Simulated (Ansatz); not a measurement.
Consider the ligand exchange at a B–Se bond: `ClB(Cl)[SeH]` + `O[SiH3]` → `[SiH3]OB(Cl)Cl` + H₂Se.

Isolated molecules relaxed with PBE0-D4/def2-TZVP in Ansatz; ΔE leaves out vibrations. CCSD(T)/CBS is the MP2 limit (def2-TZVPP, def2-QZVPP) plus CCSD(T) − MP2 in def2-TZVPP, frozen cores. Functionals use def2-TZVPP. For Se outer-core shells are correlated without core-valence functions, which leaves a few kJ/mol of doubt a bond. Scalar relativity is left out up to krypton. Each species was taken in one conformer, which may not be the lowest.

```csv
level,ΔE (kJ/mol),difference from CCSD(T)/CBS
PBE-D4,-61.0,7.4
B97M-V,-75.5,-7.1
r2SCANh-D4,-71.0,-2.6
BLYP,-71.7,-3.3
r2SCAN,-69.3,-0.9
r2SCAN0,-72.0,-3.6
BHLYP,-83.4,-15.0
HF/def2-SVP,-107.5,-39.1
HF/CBS(def2),-95.8,-27.4
CCSD/CBS(def2),-72.0,-3.6
CCSD(T)/CBS,-68.4,0
```

Largest T1 diagnostic among the species: 0.012.

At CCSD(T), def2-SVP lies −24.6 kJ/mol from the extrapolated value and def2-TZVPP −3.9 kJ/mol. Leaving LDA and LC-ωPBE aside and taking each functional with its dispersion term where it has one, the values, not all of them listed here, spread over 23.3 kJ/mol, from CAM-B3LYP-D4 to revPBE-D4. LDA lies −7.5 kJ/mol from PBE without D4. From BLYP to BHLYP (50 % exact exchange), in def2-TZVPP and without D4, ΔE moves by −11.6 kJ/mol.
